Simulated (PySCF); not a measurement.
Compound: C8H7F3O2.
Numbering: `[CH2:1]=[C:2]1[CH:3]=[CH:4]/[C:5]1=[C:6](/[O:7][CH3:8])[O:9][C:10]([F:11])([F:12])[F:13]` (hydrogens: H14, H15 on C1; H16 on C3; H17 on C4; H18, H19, H20 on C8)

Method: PySCF, PBE0-D3(BJ)/def2-SVP geometry optimisation, gas phase; density fitting, grid level 1; the optimiser is geomeTRIC in internal coordinates, started from a GFN2-xTB structure with every atom displaced at random (about 0.01 Å).

Geometry at step 4:
```
atom  x, y, z in Å
C1      0.9371    2.1134    1.8775
C2     -0.0569    1.8989    1.0150
C3     -1.2814    2.6036    0.5660
C4     -1.6058    1.6034   -0.3014
C5     -0.4191    0.8102    0.0537
C6      0.1107   -0.3663   -0.2918
O7      1.1860   -0.8768    0.3123
C8      2.1239   -1.5717   -0.4856
O9     -0.4314   -1.1223   -1.3191
C10    -1.3535   -2.0563   -0.9971
F11    -1.6571   -2.7054   -2.1037
F12    -2.4569   -1.5071   -0.4984
F13    -0.8890   -2.9232   -0.1000
H14     0.9751    3.0213    2.4842
H15     1.7309    1.3755    1.9956
H16    -1.7411    3.5555    0.8351
H17    -2.4268    1.4348   -0.9986
H18     3.0187   -1.6988    0.1350
H19     2.3863   -1.0005   -1.3905
H20     1.7442   -2.5632   -0.7774
```

Question: What forces act on the atoms?

Answer: 
```json
{"atom": "C1", "Fx (eV/Å)": "-0.008", "Fy (eV/Å)": "0.001", "Fz (eV/Å)": "0.011"}
{"atom": "C2", "Fx (eV/Å)": "0.056", "Fy (eV/Å)": "0.053", "Fz (eV/Å)": "0.046"}
{"atom": "C3", "Fx (eV/Å)": "0.037", "Fy (eV/Å)": "-0.086", "Fz (eV/Å)": "0.000"}
{"atom": "C4", "Fx (eV/Å)": "-0.077", "Fy (eV/Å)": "0.007", "Fz (eV/Å)": "-0.075"}
{"atom": "C5", "Fx (eV/Å)": "-0.099", "Fy (eV/Å)": "0.085", "Fz (eV/Å)": "-0.035"}
{"atom": "C6", "Fx (eV/Å)": "0.020", "Fy (eV/Å)": "0.050", "Fz (eV/Å)": "0.042"}
{"atom": "O7", "Fx (eV/Å)": "0.006", "Fy (eV/Å)": "-0.063", "Fz (eV/Å)": "-0.030"}
{"atom": "C8", "Fx (eV/Å)": "-0.001", "Fy (eV/Å)": "-0.024", "Fz (eV/Å)": "-0.005"}
{"atom": "O9", "Fx (eV/Å)": "0.088", "Fy (eV/Å)": "0.104", "Fz (eV/Å)": "0.074"}
{"atom": "C10", "Fx (eV/Å)": "0.070", "Fy (eV/Å)": "0.048", "Fz (eV/Å)": "-0.040"}
{"atom": "F11", "Fx (eV/Å)": "-0.061", "Fy (eV/Å)": "-0.046", "Fz (eV/Å)": "0.047"}
{"atom": "F12", "Fx (eV/Å)": "0.012", "Fy (eV/Å)": "-0.084", "Fz (eV/Å)": "0.005"}
{"atom": "F13", "Fx (eV/Å)": "-0.088", "Fy (eV/Å)": "-0.007", "Fz (eV/Å)": "-0.016"}
{"atom": "H14", "Fx (eV/Å)": "-0.009", "Fy (eV/Å)": "0.000", "Fz (eV/Å)": "-0.015"}
{"atom": "H15", "Fx (eV/Å)": "0.034", "Fy (eV/Å)": "-0.035", "Fz (eV/Å)": "0.012"}
{"atom": "H16", "Fx (eV/Å)": "0.006", "Fy (eV/Å)": "-0.009", "Fz (eV/Å)": "-0.005"}
{"atom": "H17", "Fx (eV/Å)": "-0.005", "Fy (eV/Å)": "-0.003", "Fz (eV/Å)": "-0.005"}
{"atom": "H18", "Fx (eV/Å)": "0.012", "Fy (eV/Å)": "-0.016", "Fz (eV/Å)": "0.008"}
{"atom": "H19", "Fx (eV/Å)": "0.007", "Fy (eV/Å)": "0.013", "Fz (eV/Å)": "-0.005"}
{"atom": "H20", "Fx (eV/Å)": "-0.001", "Fy (eV/Å)": "0.015", "Fz (eV/Å)": "-0.013"}
```

The largest, 0.15 eV/Å, acts on O9; the rms over all components is 0.044 eV/Å. The forces sum to zero within rounding, as they must for an isolated molecule in no field.

Question: Give the force on O9 in Eh/bohr and in nN.

Answer: 0.155 eV/Å ÷ 51.422 = 0.00301 Eh/bohr, and 0.155 eV/Å × 1.602 = 0.25 nN.

Question: How far is this geometry from the end of the optimisation?

Answer: 0.008 eV above it, and 0.127 Å rms away after alignment. The bonds farthest from their final lengths, with half the difference of the two atoms' forces along the bond (positive lengthens):

```tsv
bond	now (Å)	final (Å)	force along bond (eV/Å)
O7–C8	1.414	1.416	-0.02
```

The angle farthest from its final value is C5–C6–O7, 122.6° against 123.5°.

The cost below is that of the whole optimisation. The run took 4.6 min on Intel Xeon Platinum 8488C, one thread, no GPU, shared host, and the process peaked at 0.95 GiB of memory.
